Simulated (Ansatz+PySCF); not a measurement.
Results of a calculation; reference values are marked as such.
## Ansatz (development build ahead of 0.2.0) run

```yaml
crystal:
  periodic: [false, false, false]
  atoms:
    - { symbol: Be, position_ang: [0.0, 0.0, -0.51624] }
    - { symbol: H, position_ang: [0.0, 0.0, 2.06498] }
basis:
  gaussian: { orbitals: "6-31G" }
magnetization:
  spin_polarized: true
  initial_magnetization: 1
hamiltonian:
  xc: hf
scf:
  omitted_lower_state_checks: [starts, atomic_configurations, cluster_reference, orbital_swaps, given_window_search, neighbouring_geometries, increment]
```

The input is written out in the form of the current development build from the run's settings.

The run gave:

```
Converged                       : yes
Total energy                    : -15.07100 hartree
Spin squared of the determinant : 1.015
Stability test                  : minimum
```

Caution: the unrestricted determinant is spin contaminated.
